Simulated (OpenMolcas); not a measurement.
Tc4+ with 6 ligands (chloride) in octahedral coordination (Oh). A charge of +0.333 e stands 2.6 Å behind each ligand. Ligand basis ANO-RCC-VDZP.

* Program: OpenMolcas 26.06
* Method: CASSCF
* Basis: ANO-RCC-VDZP [6s5p3d1f]
* Scalar Hamiltonian: DKH2, point nucleus
* Active space: 3 electrons in 5 orbitals (4d)
* State averaging: 2S+1 = 4 even, 10 roots; 2S+1 = 2 even, 40 roots
* Spin-orbit coupling: RASSI with atomic mean-field integrals over the reference wave functions

All ligands move together. At R = 2.27 Å the first state of the same spin is 28073 cm-1, and at R = 2.41 Å it is 22209 cm-1.

Question: A third run gives 20494 cm-1. What distance was it run at?

Answer: With a power law R^-n the two known points give n = -ln(22209 / 28073) / ln(2.41 / 2.27) = 3.92. Then R = 2.27 × (28073 / 20494)^(1/3.92) = 2.460 Å. The run was at 2.46 Å, so the estimate is off by 0 Å.

Without dynamic correlation the repulsion within the d shell is too large (B by tens of per cent), so at a given field states of lower spin stand too high. With metal d orbitals alone the field can be off either way by tens of per cent. Ligand-to-metal charge-transfer states are missing. With no ligand orbital active B as a rule stays too high, so bands that hang on it stand too high and its fall with covalency is understated. The least metal-like active orbital is 65 % on the metal (Löwdin) and no ligand orbital is active, so the numbers are rough (holds for R = 2.27). The least metal-like active orbital is 69 % on the metal (Löwdin) and no ligand orbital is active, so the numbers are rough (holds for R = 2.41; R = 2.46). No measured value stands beside these numbers; the geometry was imposed, not optimised, and the real ion may take another.
